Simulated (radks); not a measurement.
Task: The mean radii <r> (bohr) of the occupied orbitals of an atom or ion are listed with their occupations. All-electron calculation, scalar-relativistic Kohn-Sham, PBE, spin-polarised, spherical densities, finite nucleus; Fermi nuclear charge, rms radius of each element as measured or else 0.836 A^(1/3) + 0.57 fm. Program: a radial shooting solver on a logarithmic mesh with Libxc functionals.

orbital  occ.      <r>
1s down     1  0.01687
1s up       1  0.01687
2s up       1  0.07114
2s down     1  0.07114
2p up       3  0.06424
2p down     3  0.06424
3s up       1   0.1839
3s down     1   0.1839
3p up       3   0.1851
3p down     3   0.1851
3d up       5   0.1677
3d down     5   0.1677
4s up       1   0.4070
4s down     1   0.4071
4p up       3   0.4334
4p down     3   0.4334
4d up       5   0.4582
4d down     5   0.4579
5s up       1   0.9163
5s down     1   0.9099
4f up       7   0.4975
4f down     7   0.4949
5p up       3    1.038
5p down     3    1.032
5d up       5    1.296

Name the element and its charge. Open shells, if any, are filled with parallel spins first.

Result: Z = 79, gold, charge +6: Au6+ in [Xe] 4f14 5d5. The 1s radius gives Z: for a bare nucleus <r> = (2 gamma + 1)/(2Z) with gamma = sqrt(1 - (Z/c)^2), 0.01667 bohr for Z = 79, and screening makes it slightly larger (0.01687 here). The occupations add up to 73, and the charge is Z minus that.
